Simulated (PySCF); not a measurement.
C4H9ClO2Si: full NMR table

```
Formula                               : C4H9ClO2Si
SMILES                                : COCC(=O)[SiH2]CCl
Point group of the computed structure : C1
Degrees of unsaturation               : 1
Carbon signals                        : 4
Proton signals                        : 4
```

Bonds (- single, = double, # triple, : aromatic): C1-O2, O2-C3, C3-C4, C4=O5, C4-Si6, Si6-C7, C7-Cl8. C1 carries H9, H10, H11; C3 carries H12, H13; Si6 carries H14, H15; C7 carries H16, H17.

- PBE0/pcSseg-1 with gauge-including orbitals
- GFN2-xTB geometry
- code: PySCF 2.14
- one averaged value for each set of equivalent atoms, isolated molecule, a single conformation, relativity neglected

Scale: ¹H (σ = 31.72 ppm) and ¹³C (σ = 186.93 ppm) and ²⁹Si (σ = 349.16 ppm) against TMS; ¹⁷O (σ = 336.08 ppm) against H2O (reference shieldings calculated alike).

| carbon | δC, type | δH (multiplicity) | HMBC from (2–3 bonds) | span of the C tensor (ppm) |
| --- | --- | --- | --- | --- |
| C1 | 60.6, CH3 | 3.76 (s) | H12/H13 | 88 |
| C3 | 86.3, CH2 | 3.75 (s) | H14/H15, H9/H10/H11 | 51 |
| C4 | 248.8, C | – | H14/H15, H12/H13, H16/H17 | 237 |
| C7 | 31.5, CH2 | 3.29 (t) | H14/H15 | 57 |

Other nuclei:
| atoms | nucleus | environment | δ (ppm) | σ (ppm) |
| --- | --- | --- | --- | --- |
| H14/H15 | ¹H | hydrogen on a silicon bonded to 2 C | 4.20 | 27.52 |
| Si6 | ²⁹Si | silicon bonded to 2 C, 2 H | -55.2 | 404.3 |
| O5 | ¹⁷O | carbonyl oxygen | 848.2 | -512.1 |
| O2 | ¹⁷O | ether oxygen | 17.8 | 318.3 |

- Carbon types of the structure: 1 × C, 2 × CH2, 1 × CH3, leaving 2 H on heteroatoms.
- δC 248.8: carbonyl carbon.
- δC 86.3: sp3 CH2 bonded to O, α to a carbonyl; the inductive effect lowers its shielding.
- δC 60.6: methyl carbon bonded to O; pulled downfield by the heteroatom.
- δC 31.5: sp3 CH2 bonded to Cl and Si; deshielded by the electronegative neighbour.
- δH 3.75: hydrogen on an sp3 CH2 bonded to O, α to a carbonyl; its carbon carries O, hence the downfield position.

Carbons that carry Cl, above all several Cl atoms, come out too deshielded, partly because spin–orbit coupling is missing. Shifts are as computed. Against solution values, carbons near 30 ppm lie about +3 ppm off and those near 130 ppm about +5 ppm; carbons on Cl a further +6 ppm. Of 1211 compounds with measured shifts, 218 miss one by over three times the rms of a fit or turn the order of signals round; such compounds aren't used in these exercises. Unscaled 17O shifts of doubly bonded oxygen tend to come out too high, by tens of ppm or more. Experimental scales use liquid or dissolved standards, which lie at an offset from isolated H2O (liquid H2O: subtract about 36 ppm). Multiplicities follow the n + 1 count of equivalent neighbours, as no J values were calculated; m marks all less simple cases, F and P coupling included.
